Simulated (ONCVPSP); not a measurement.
# What one change does to a pseudopotential (aluminium, ONCV)

ONCVPSP 4.0.1 input, shortened (lines: element, Z, core and valence counts, functional; n l f; lmax; l rc ep ncon nbas qcut; lloc lpopt rc5 dvloc0; l nproj debl; icmod fcfact rcfact), PBEsol, scalar-relativistic:

```
  Al 13.00    3    2  -116133      upf
    1    0    2.00
    2    0    2.00
    2    1    6.00
    3    0    2.00
    3    1    1.00
    1
    0    1.95    0.00    4    9    3.10
    1    2.95    0.00    4    9    2.80
    0    5    1.95    0.00
    0    0    3.00
    1    1    1.00
    3    3.50    1.45
```

All-electron outer shells of the reference configuration (PBEsol, scalar-relativistic, ld1.x):

| shell | level (eV) | outermost node (bohr) | outermost maximum (bohr) |
| --- | --- | --- | --- |
| 2s | -107.85 | 0.16 | 0.50 |
| 2p | -69.54 | – | 0.43 |
| 3s | -7.71 | 0.80 | 2.09 |
| 3p | -2.69 | 0.82 | 2.64 |

Change: p: rc 3.4.

Cutoffs: the cutoffs (Ha) at which the residual kinetic energy of the hardest occupied pseudo-wave falls to 1 and 0.1 mHa per electron; they do not see the model core or the augmentation charge, which bear on the density cutoff. Errors are all-electron minus pseudo energies relative to the spin-unpolarised reference configuration.

Task: What does the change do?

Result: The potential gets neither clearly harder nor softer (5.6 Ha and 38 Ha → 5.6 Ha and 38 Ha); of the 4 tests that both files solve, the error grows in 0 and shrinks in 2 by more than 15 % and 0.3 meV (median size 2.0 → 1.5 meV); neither file shows a bound ghost.

```tsv
quantity	base	changed
cutoff, loose	5.6 Ha	5.6 Ha
cutoff, tight	38 Ha	38 Ha
loose cutoff by channel	s 5.6 Ha, p 2.1 Ha	s 5.6 Ha, p 2.1 Ha
bound ghosts	none	none
GHOST(+) flags under 300 eV	none	none
error for 3s2 3p0, meV [ΔE 5.74 eV]	+1.0	+0.6
error for 3s1 3p0, meV [ΔE 24.91 eV]	-29	-31
error for 3s2 3p0.5, meV [ΔE 2.07 eV]	+0.4	+0.4
error for 3s1 3p1, meV [ΔE 11.53 eV]	-3.0	-2.3
s: phases at 1.99 bohr within 0.05 rad from the reference energy up to (Ha; the scan ends near 5)	1.5	1.5
rms error of d²Exc/dni dnj with the model core, mHa	1.25	1.25
```
